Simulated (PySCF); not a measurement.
Adding and removing an electron: SnO

RHF; PySCF, scalar-relativistic core potentials, basis sets Sn def2-TZVPPD with ECP28, O def2-TZVPPD. Neutral (RHF): singlet (closed shell), Re = 1.786 Å, ωe = 967 cm⁻¹, De = 1.77 eV, HOMO -10.46 eV, LUMO 0.21 eV.

SnO⁺ (UHF): doublet (π ↑), Re = 1.947 Å, ωe = 693 cm⁻¹, De = 1.32 eV to Sn⁺ + O. The energies at the minima are -288.22105 hartree for SnO and -287.95261 for SnO⁺.

Q: Work out the adiabatic ionisation energy, without and with harmonic zero-point energies (1 hartree = 27.2114 eV, 1 eV = 8065.5 cm⁻¹), and the change of the bond length.

A: At HF: 0.26844 hartree = 7.305 eV between the minima; the zero-point term (693.0 − 967.0)/2 cm⁻¹ = -0.017 eV makes it 7.288 eV. Re changes by +16.1 pm against the neutral. Minus the HOMO energy is 10.46 eV, +3.16 eV from the value between the minima; Hartree–Fock orbital energies leave out relaxation and correlation. The electron leaves a π orbital; in so polar a molecule the change of length follows mostly from the change of the ionic charges.

These are scalar-relativistic numbers at best; spin–orbit coupling would shift them, the dissociation energy most. For an ion De counts to the pair picked by the measured ionisation energies or electron affinities, which need not be the lowest pair at this level. Where the molecule has an RHF reference, its open-shell atoms are computed with UHF. Hartree–Fock leaves out correlation, which carries a large part of most bond energies and some tenths to 1 eV of ionisation energies. States were picked by a PBE0 search and need not be the measured ground states.

Neutral and ion stand on different kinds of reference determinant, which adds to the error of the difference.
